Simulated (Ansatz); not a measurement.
Reaction (formal hydrolysis of a Cd–O bond): `C[O][Cd][F]` + H₂O → `[OH][Cd][F]` + CH₃OH

Gas-phase electronic energies from Ansatz, PBE0-D4/def2-TZVP geometries. CCSD(T)/CBS adds triple-zeta CCSD(T) − MP2 to the extrapolated MP2 energy (def2 sets, frozen cores). This one scheme is used for every species. DFT in def2-TZVPP. HSE06 is defined as in plane-wave codes. Elements past krypton have def2 core potentials. For Cd outer-core shells are correlated without core-valence functions, which leaves a few kJ/mol of doubt a bond. One conformer a species, not always the lowest.

```tsv
level	ΔE (kJ/mol)	difference from CCSD(T)/CBS
revPBE-D4	-4.6	2.6
PBE0-D4	-7.0	0.2
r2SCAN0-D4	-7.1	0.1
PBE	-8.1	-0.9
BLYP	-8.9	-1.7
r2SCAN	-6.7	0.5
PBE0	-9.0	-1.8
HSE06	-8.8	-1.6
CCSD/def2-SVP	-2.8	4.4
SCS-MP2/def2-QZVPP	-8.3	-1.1
CCSD(T)/CBS	-7.2	0
```

Largest T1 diagnostic among the species: 0.018.

In def2-TZVPP, CCSD(T) changes the Hartree–Fock value by +4.7 kJ/mol (the triples alone add +1.1 kJ/mol) and MP2 by +4.6 kJ/mol. At CCSD(T), def2-SVP lies +5.1 kJ/mol from the extrapolated value and def2-TZVPP +1.2 kJ/mol. Leaving LDA and LC-ωPBE aside and taking each functional with its dispersion term where it has one, the values, not all of them listed here, spread over 4.1 kJ/mol, from ωB97X-V to revPBE-D4.
